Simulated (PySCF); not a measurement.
Vertical excitations of a molecule C3H7BO3 from TDA-ωB97X/def2-SVPD run with PySCF 2.14.0, as energy in eV (oscillator strength): 7.55 (0.021), 7.99 (0.024), 8.34 (0.002), 8.39 (0.013), 8.52 (0.039), 8.77 (0.017). Lowest triplet (TDA): 7.46 eV. Geometry optimised at PBE0-D3(BJ)/def2-SVP. One conformer was computed; it need not be the lowest.

Q: Which structure fits?
A) CB(CO)C(=O)O
B) COB1COCO1
C) C[C@@]1(O)COB1O
D) OB1CCOCO1

A: B, COB1COCO1
